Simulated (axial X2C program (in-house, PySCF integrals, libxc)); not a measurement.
# Potential curves of TaCl, without spin–orbit coupling

Computed with an in-house all-electron X2C program for linear molecules (integrals from PySCF). Spin-free means the one-electron spin-free X2C Hamiltonian. Basis: Ta dyall-cv3z [13s14p9d7f4g], Cl dyall-av3z [9s8p3d2f] (cores contracted in-house); Gaussian nuclei, density fitting, unrestricted open shells. Masses: Ta 180.948 u, Cl 34.969 u.

State: M_S = 2, Λ = 1 (beyond evenly filled blocks: σα, π+α, δ+α, δ-α). Energies in cm⁻¹ from the fragments at the same level (Ta + Cl). Fits are polynomials in 1 − R0/R over 0.85 to 1.23 times the lowest point R0.

| R (Å) | MP2 | PBE0 | LDA | CCSD(T) |
| --- | --- | --- | --- | --- |
| 1.9871 | -24951 | -28199 | -35079 |  |
| 2.0784 | -30357 | -33102 | -39202 | -27680 |
| 2.1470 | -32740 | -35162 | -40757 | -30195 |
| 2.2155 | -34049 | -36194 | -41349 | -31618 |
| 2.2840 | -34544 | -36448 | -41219 | -32212 |
| 2.3639 | -34357 | -36025 | -40413 | -32123 |
| 2.4439 | -33573 | -35047 | -39115 | -31423 |
| 2.5467 | -31977 | -33255 | -36991 | -29916 |
| 2.6723 | -29485 | -30598 | -34037 |  |

Correlated methods: 12 electrons correlated (number of frozen shells: Ta 5 s, 4 p, 2 d, 1 f; Cl 2 s, 1 p), 314 virtual spin orbitals or spinors in MP2, 90 natural virtuals in coupled cluster.

Occupations by symmetry block were frozen at the best pattern of an incomplete PBE0 search. Dissociation energies refer to the lowest single-determinant-based atoms at the same level and basis. Coupled cluster ran in a truncated set of natural virtual spinors; the MP2 energy of the rest was added. (T) has no such correction and the atoms are truncated less, which lowers De at CCSD(T) by a hundredth of an eV or more. PBE0 can misorder states that lie within some tenths of an eV, so this need not be the ground state of the molecule. The nearest other spin-free determinant of the search, M_S = 1, Λ = 0, lies 0.12 eV up at the distance of the search. The functionals have no current-density term, which raises determinants with orbital currents, atoms included. The outer-core s and p shells of the metal are frozen in the correlated rows, which leaves out core–valence correlation; for alkali and alkaline-earth bonds that tends to lengthen them. At some level and bond length an empty orbital lies below a filled one. With the outer-core shells frozen, correlated bond lengths of heavy atoms tend to come out a few hundredths of an ångström too long. Coupled cluster ran on the points near the minimum only. MP2 and coupled cluster on one determinant become unreliable at the stretched end.

What are Re, ωe and De at the MP2 level?

At MP2, spin-free: Re = 2.302 Å, ωe ≈ 372 cm⁻¹, De = 4.29 eV to Ta + Cl; Be follows as 0.109 cm⁻¹.

What are Re, ωe and De at the PBE0 level?

At PBE0, spin-free: Re = 2.277 Å, ωe ≈ 382 cm⁻¹, De = 4.52 eV to Ta + Cl; Be follows as 0.111 cm⁻¹.

Fit the LDA curve near its minimum: give the equilibrium distance, the harmonic wavenumber and the well depth.

At LDA, spin-free: Re = 2.235 Å, ωe ≈ 401 cm⁻¹, De = 5.13 eV to Ta + Cl; Be follows as 0.115 cm⁻¹.

Fit the CCSD(T) curve near its minimum: give the equilibrium distance, the harmonic wavenumber and the well depth.

At CCSD(T), spin-free: Re = 2.313 Å, ωe ≈ 368 cm⁻¹, De = 4.00 eV to Ta + Cl; Be follows as 0.108 cm⁻¹.
